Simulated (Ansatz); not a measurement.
Abridged output of a molecular run in Ansatz:

```
Functional definition: HF
  name "HF"
  cite "Fock, Z. Phys. 61, 126 (1930) doi:10.1007/BF01340294"
  parent pbe
  exchange = exact_x
  correlation = 0
1230 factors; integrals over basis functions are off by at most 7.5e-4 eV
mean field evaluation 1: about -6852.3327 eV, gradient 4.4e1 eV
mean field evaluation 2: about -6852.6138 eV, gradient 4.4e1 eV
mean field evaluation 4: about -6856.7460 eV, gradient 4.7e0 eV
mean field evaluation 8: about -6856.8311 eV, gradient 4.9e-1 eV
mean field evaluation 16: about -6856.8328 eV, gradient 2.4e-6 eV
mean field -6856.83277586 eV, -251.9839567847 hartree, gradient 2.4e-6 eV, S^2 0.000000; 0 other end points of the search recorded, 0 dependent functions left out
5 core orbitals not correlated: weight in the atoms' cores, before any rotation towards them, 1.000 or more for the frozen orbitals, at most 0.000 for the correlated occupied ones
reference -6856.83277586 eV, -251.9839567847 hartree; 13, 13 occupied and 179, 179 virtual orbitals, 1230 factors
second order -23.57114648 eV of doubles, -0.00000000 eV of singles
cycle   1  -23.24858008 eV  change    3.2e-1 eV  update   1.1e-1
cycle   2  -23.83674304 eV  change   -5.9e-1 eV  update   3.5e-2
cycle   3  -23.98143419 eV  change   -1.4e-1 eV  update   1.8e-2
cycle   4  -23.97073518 eV  change    1.1e-2 eV  update   5.2e-3
cycle   5  -23.96791876 eV  change    2.8e-3 eV  update   2.4e-3
cycle   6  -23.96944938 eV  change   -1.5e-3 eV  update   8.1e-4
cycle   7  -23.96926455 eV  change    1.8e-4 eV  update   3.1e-4
cycle   8  -23.96907273 eV  change    1.9e-4 eV  update   1.4e-4
cycle   9  -23.96911080 eV  change   -3.8e-5 eV  update   5.5e-5
cycle  10  -23.96912837 eV  change   -1.8e-5 eV  update   2.0e-5
perturbative correction -1.05715706 eV, -0.0388498053 hartree
Total energy: -6881.85906129 eV, -252.9036558108 hartree
```

Its atoms:

```xyz
8

O    -0.3728    2.2413    0.1479
B    -0.3858    1.1858   -0.7046
C    -0.0243   -0.2161   -0.2637
C     0.2591   -1.3485    0.0564
O     0.5462   -2.5824    0.3156
H    -0.1130    1.9945    1.0399
H    -0.6999    1.4154   -1.8349
H     0.7904   -2.6900    1.2434
```

Question: Which basis set was used?
A. def2-TZVPP
B. def2-SVPD
C. cc-pV(D+d)Z
D. cc-pV(Q+d)Z

Answer: A. It gives 197 functions.

Question: Write the keys of the input that set method, charge and spin (a neutral closed shell needs none for the last two).

Answer: 
```yaml
correlation: {method: ccsd_t}
```
